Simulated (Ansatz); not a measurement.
C2ClF5 (`FC(F)(F)C(F)(F)Cl`), 8 atoms. The species carries charge 0 and has multiplicity 1. Hardware: A = 2 threads of an AMD EPYC 7R13 on a shared host; B = 2 threads of an AMD EPYC 7R13 on a shared host and a share of an NVIDIA H100 80 GB. Correlated methods freeze the cores. Open-shell runs search over several starts.

Task: Give the basis size and wall time and peak host memory of each of these runs in Ansatz. RKS ωB97M-V/def2-SVP energy [A]; UHF-CCSD(T)/def2-TZVPP energy of the cation [B]; RKS PBE0-D4/def2-SVP energy [A]; UKS ωB97X-V/def2-TZVPP energy of the cation [A]; UKS B2PLYP (frozen core)/def2-TZVPP energy of the cation [A]; RKS ωB97M-V/def2-TZVPP energy and forces [A]; RKS PBE0-D4/def2-TZVP relaxation (5 steps) [B]; direct RPA on PBE orbitals/def2-TZVPP energy [A]; UKS r2SCAN-D4/def2-TZVPP energy of the cation [A]; RHF-MP2/def2-QZVPP energy [B]; UKS PBE0-D4/def2-TZVPP energy of the cation [A]; RKS PBE0-D4/def2-TZVP frequencies [B]. (Best estimate.)

Result: Ansatz gave: Other jobs shared the machine, so times are rough.

| level | job | functions | wall time | peak host memory (GiB) |
| --- | --- | --- | --- | --- |
| RKS PBE0-D4/def2-SVP | energy [A] | 116 | 2.1 s | 0.29 |
| RKS ωB97M-V/def2-SVP | energy [A] | 116 | 7.5 s | 0.4 |
| direct RPA on PBE orbitals/def2-TZVPP | energy [A] | 259 | 11 s | 0.73 |
| RHF-MP2/def2-QZVPP | energy [B] | 469 | 15 s | 2.6 |
| RKS ωB97M-V/def2-TZVPP | energy and forces [A] | 259 | 19 s | 1 |
| RKS PBE0-D4/def2-TZVP | relaxation (5 steps) [B] | 254 | 24 s | 0.89 |
| UKS PBE0-D4/def2-TZVPP | energy of the cation [A] | 259 | 53 s | 1.5 |
| UHF-CCSD(T)/def2-TZVPP | energy of the cation [B] | 259 | 61 s | 0.89 |
| UKS r2SCAN-D4/def2-TZVPP | energy of the cation [A] | 259 | 62 s | 1 |
| UKS B2PLYP (frozen core)/def2-TZVPP | energy of the cation [A] | 259 | 73 s | 1.3 |
| UKS ωB97X-V/def2-TZVPP | energy of the cation [A] | 259 | 100 s | 1.8 |
| RKS PBE0-D4/def2-TZVP | frequencies [B] | 254 | 120 s | 0.9 |
